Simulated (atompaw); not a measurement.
**Before and after: PAW (atompaw) potential for cerium**

```
Element                 : Ce (Z = 58)
Generator               : atompaw 4.2.0.5
Type                    : PAW
Functional              : PBE
Relativity              : scalar-relativistic
Frozen core             : [Kr] 4d10
Valence charge          : 12
Reference configuration : 4f1 5s2 5p6 5d1 6s2 6p0
Partial waves           : 5s (bound): rc 2.30 bohr; 6s (bound): rc 3.00 bohr; 5p (bound): rc 2.60 bohr; 6p (bound, empty): rc 2.90 bohr; 5d (bound): rc 3.00 bohr; 5d channel at 0.4 Ry: rc 3.00 bohr; 4f (bound): rc 1.85 bohr; 4f channel at 0.15 Ry: rc 1.85 bohr
Local potential         : bessel scheme, radius 2.05 bohr
Core correction         : smooth core density matched at 2.65 bohr
Augmentation charge     : sinc compensation charge, radius 2.70 bohr; PAW radius 3.00 bohr; waves and projectors: custom polynom gramschmidtortho
```

Change: waves 5s (bound); 6s (bound); 5p (bound); 6p (bound); 5d (bound); 5d channel at 0.4 Ry; 4f (bound); 4f channel at 0.15 Ry; augmentation sinc compensation charge, radius 2.70 bohr; PAW radius 3.00 bohr; waves and projectors: bloechl.

Cutoffs: the cutoffs (Ry, on a coarse ladder) from which the occupation-weighted sum of valence levels, in a spherical-Bessel basis at the reference potential, stays within 10 and 1 mRy of its value at 400 Ry; they do not see the model core or the augmentation charge, which bear on the density cutoff.

Question: What does the change do?

Answer: The potential gets softer (30 Ry and 55 Ry → 21 Ry and 30 Ry); the bound ghost in p disappears; the range in which the s phases agree widens (upper end 2.0 → 3.2); the range in which the d phases agree narrows (upper end 3.0 → 1.3).

```tsv
quantity	base	changed
cutoff, loose	30 Ry	21 Ry
cutoff, tight	55 Ry	30 Ry
loose cutoff by channel (10 mRy a level)	s 8 Ry, p 10 Ry, d 8 Ry, f 30 Ry	s 8 Ry, p 12 Ry, d 10 Ry, f 21 Ry
bound ghosts	p	none
s: phases at 3.01 bohr within 0.05 rad from the reference energy up to (Ry; the scan ends near 5)	2.0	3.2
p: phases at 3.01 bohr within 0.05 rad from the reference energy up to (Ry; the scan ends near 5)	n/a	to the end of the scan
d: phases at 3.01 bohr within 0.05 rad from the reference energy up to (Ry; the scan ends near 5)	3.0	1.3
f: phases at 3.01 bohr within 0.05 rad from the reference energy up to (Ry; the scan ends near 5)	4.4	1.2
lowest overlap eigenvalue by channel	s 0.60, p 0.69, d 0.94, f 0.99	s 0.43, p 0.65, d 0.02, f 1.00
```

 A true bound ghost makes a file unfit for plane-wave use even where its test errors are small: the radial tests pick states by their node count and pass the ghost by. The cutoffs see the waves, projectors and local potential, not the compensation charge or the core.
